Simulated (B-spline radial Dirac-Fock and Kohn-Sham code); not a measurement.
**3p3/2 emission of Ho**

System: atomic holmium, configuration [Xe] 4f11 6s2.

Input file task.json (cfg lists n, l and occupation; rrms is the nuclear radius in fm):

```json
{"items": [{
  "Z": 67,
  "q": 0,
  "cfg": [[1, 0, 2], [2, 0, 2], [2, 1, 6], [3, 0, 2], [3, 1, 6], [3, 2, 10], [4, 0, 2], [4, 1, 6], [4, 2, 10], [4, 3, 11], [5, 0, 2], [5, 1, 6], [6, 0, 2]],
  "A": 165,
  "rrms": 5.2022,
  "do": ["binding", "quiet", "decay"],
  "holes": ["K", "L1", "L2", "L3", "M1", "M2", "M3", "M4", "M5", "N1", "N2", "N3", "N4", "N5"]
}]}
```

Command: `python xray_run.py task.json out`

Model: a relativistic independent-particle model: LDA orbitals of the hole state, radiative multipoles to third order, Auger rates from the Coulomb interaction with a continuum orbital, Dirac-Fock energies. Program: a radial atomic solver.

| line | multipole | energy (eV) | width (meV) | share (%) |
| --- | --- | --- | --- | --- |
| M3-M4 | E1 | 354.9 | 0.0859 | 0.492 |
| M3-M5 | E1 | 393.2 | 1.08 | 6.21 |
| M3-N1 | E1 | 1306.7 | 2.88 | 16.5 |
| M3-N2 | E2 | 1390.9 | 0.00528 | 0.0303 |
| M3-N3 | E2 | 1430.9 | 0.00456 | 0.0261 |
| M3-N4 | E1 | 1569.9 | 1.42 | 8.12 |
| Mγ (M3-N5) | E1 | 1577.1 | 11.4 | 65.2 |
| M3-O1 | E1 | 1688.5 | 0.489 | 2.80 |
| M3-N6 | E2 | 1740.8 | 0.00758 | 0.0434 |
| M3-N7 | E2 | 1741.9 | 0.0444 | 0.254 |
| M3-P1 | E1 | 1742.1 | 0.0579 | 0.332 |

The listed lines hold 100.0 % of the radiative rate. The radiative width is 0.0175 eV in the length form and 0.0171 eV in the velocity form; the two differ because the transition energies are not eigenvalue differences of the potential that gave the orbitals.

Values without a named source are computed, but for edge energies of neutral atoms, which are taken from tables.
